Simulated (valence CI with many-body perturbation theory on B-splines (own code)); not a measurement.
**E1 transitions of Ta⁺**

Computed by configuration interaction combined with many-body perturbation theory (CI+MBPT): four valence electrons over a frozen Dirac-Fock core [Xe] 4f14, a basis of 7 s, 7 p, 8 d, 6 f, 4 g, 1 h functions for each j, with the one-electron correlation potential Σ1, the two-electron term Σ2, the three-electron term Σ3, Breit, model QED; selected CI, second order for the rest (own B-spline code, finite nucleus).

Against 13 measured levels this calculation errs by 283 cm⁻¹ on average and by 735 at most. These come from a selection out of the NIST Handbook of Basic Atomic Spectroscopic Data. Levels without a partner in it may be off by more, other configurations by 1,000 to 4,000 cm⁻¹. Among the levels kept, up to 520 cm⁻¹ of a level comes from second order outside the variational space, and about a tenth of that is noise between levels of different J, which matters for small intervals. 5 measured levels below the end of the list, from 37231 cm⁻¹ on, found no clear computed partner, and computed levels of the same name lie up to 15259 cm⁻¹ from them.

Lines 301 to 350 of 567 in falling wavelength, among levels below 58852 cm⁻¹, chosen from the strongest by gf and those to the six lowest levels. Wavelengths and rates use the calculated energies, so an error of 300 cm⁻¹ moves a line at 2462 Å by 0.74 % and its rate by three times that or more. Electric multipoles are in the length gauge, E1 and E2 with the static RPA response of the core. Weak lines are less certain than strong ones. Lines between different terms over intervals too small for the method are left out, as are lines whose strength nearly cancels. Where a level lies close to another of its J and parity, the split of strength between their lines is uncertain. The highest levels of a list are the least certain.

Names give the largest LS component (configuration and term), which can be under half, so a name can repeat, a term be missing and a line seem to break the LS rules; names also repeat where a configuration has a term twice. Letters in brackets count levels of one name in rising energy.

```tsv
λ vac (Å)	Upper	Lower	A (s⁻¹)	log gf	Branch %
2462	5d³6p ³H°_4	5d²6s² ³F_3	1.57e+07	-0.89	11.0
2454	5d³6p ⁵D°_3 [c]	5d³6s ⁵P_3	8.23e+07	-0.28	23.6
2453	5d³6p ⁵F°_4 [a]	5d³6s ⁵F_5	1.48e+08	0.08	37.2
2453	5d³6p ³F°_2 [b]	5d⁴ ⁵D_3 [b]	1.25e+08	-0.25	17.3
2452	5d²6s6p ³G°_3 [c]	5d²6s² ¹D_2 [a]	2.56e+07	-0.79	6.2
2451	5d²6s6p ³D°_3 [a]	5d²6s² ³F_2	1.45e+07	-1.04	15.2
2450	5d³6p ³D°_3	5d³6s ⁵F_3	1.34e+07	-1.07	6.6
2450	5d²6s6p ⁵P°_3 [a]	5d³6s ³G_3	4.51e+07	-0.55	12.5
2447	5d²6s6p ⁵D°_1 [b]	5d³6s ³P_0 [a]	8.15e+06	-1.66	1.7
2443	5d³6p ³F°_2 [c]	5d³6s ³D_2 [a]	8.78e+07	-0.41	24.2
2440	5d³6p ¹F°_3	5d³6s ³P_2 [a]	2.02e+07	-0.90	6.7
2440	5d²6s6p ³D°_3 [b]	5d³6s ³D_2 [a]	5.70e+07	-0.45	18.8
2438	5d²6s6p ⁵P°_3 [b]	5d⁴ ⁵D_3 [b]	3.53e+07	-0.66	10.5
2437	5d²6s6p ³G°_4 [b]	5d³6s ³G_5	2.87e+07	-0.64	5.9
2437	5d³6p ⁵G°_6	5d³6s ⁵F_5	3.67e+08	0.63	99.2
2437	5d²6s6p ³G°_4 [b]	5d⁴ ⁵D_3 [a]	1.39e+07	-0.95	2.8
2436	5d³6p ³H°_5 [b]	5d³6s ³G_5	1.48e+08	0.16	34.1
2435	5d²6s6p ³D°_2	5d³6s ⁵P_3	6.07e+07	-0.57	14.8
2434	5d³6p ³D°_2 [b]	5d³6s ⁵F_1	1.29e+07	-1.24	6.6
2431	5d²6s6p ⁵D°_2 [b]	5d³6s ⁵F_2	1.22e+07	-1.27	12.7
2430	5d²6s6p ³S°_1 [b]	5d³6s ³P_0 [b]	6.31e+07	-0.78	9.8
2426	5d³6p ³F°_2 [b]	5d⁴ ⁵D_3 [a]	1.42e+08	-0.20	19.6
2423	5d³6p ⁵F°_2 [b]	5d²6s² ³F_2	3.97e+06	-1.76	1.3
2423	5d²6s6p ¹G°_4	5d³6s ³G_3	1.32e+07	-0.98	5.3
2422	5d³6p ⁵D°_1 [a]	5d³6s ³P_2 [a]	9.22e+07	-0.61	15.9
2418	5d³6p ⁵D°_3 [c]	5d³6s ⁵P_2	6.48e+07	-0.40	18.6
2417	5d²6s6p ⁵D°_1 [b]	5d²6s² ³F_2	1.95e+07	-1.29	4.2
2417	5d²6s6p ⁵F°_4	5d³6s ⁵F_3	3.25e+07	-0.59	32.6
2413	5d²6s6p ³G°_3 [c]	5d³6s ¹G_4	3.15e+07	-0.71	7.7
2411	5d²6s6p ³S°_1 [a]	5d³6s ⁵F_1	9.89e+06	-1.59	10.5
2411	5d³6p ³F°_3 [a]	5d²6s² ³F_3	5.24e+07	-0.50	18.3
2408	5d³6p ³P°_2 [b]	5d⁴ ⁵D_3 [a]	7.14e+07	-0.51	17.0
2407	5d³6p ⁵D°_3 [d]	5d⁴ ⁵D_4 [a]	5.66e+07	-0.46	11.1
2407	5d²6s6p ⁵D°_3 [a]	5d³6s ³P_2 [a]	3.07e+07	-0.73	9.7
2406	5d³6p ⁵G°_5 [b]	5d³6s ⁵F_4	1.48e+08	0.15	64.4
2402	5d³6p ⁵F°_2 [a]	5d³6s ⁵F_3	3.25e+07	-0.85	9.8
2402	5d³6p ⁵D°_4 [b]	5d³6s ³G_5	1.46e+08	0.06	26.8
2401	5d²6s6p ³H°_4 [b]	5d⁴ ⁵D_4 [b]	1.96e+07	-0.82	3.6
2398	5d³6p ³H°_5 [c]	5d⁴ ⁵D_4 [b]	1.49e+07	-0.85	2.8
2397	5d²6s6p ³G°_3 [a]	5d³6s ⁵F_3	7.04e+06	-1.37	4.3
2394	5d³6p ³G°_3 [b]	5d²6s² ³F_4	6.31e+07	-0.42	14.9
2392	5d³6p ⁵D°_0 [a]	5d³6s ³P_1 [a]	1.83e+08	-0.80	28.0
2391	5d³6p ³G°_3 [a]	5d³6s ⁵F_2	1.96e+07	-0.93	12.4
2389	5d²6s6p ³H°_4 [a]	5d⁴ ⁵D_4 [a]	2.81e+07	-0.66	6.5
2387	5d²6s6p ⁵P°_2	5d³6s ³F_2 [a]	2.72e+07	-0.93	10.9
2387	5d²6s6p ³D°_2	5d³6s ³G_3	2.44e+07	-0.98	6.0
2385	5d³6p ³I°_5	5d³6s ³G_5	4.81e+07	-0.35	16.1
2384	5d²6s6p ³F°_4	5d³6s ⁵F_3	2.29e+07	-0.76	22.8
2381	5d²6s6p ¹D°_2	5d³6s ⁵F_2	8.53e+06	-1.44	7.8
2380	5d³6p ⁵F°_4 [b]	5d²6s² ³F_3	1.42e+07	-0.96	3.5
```
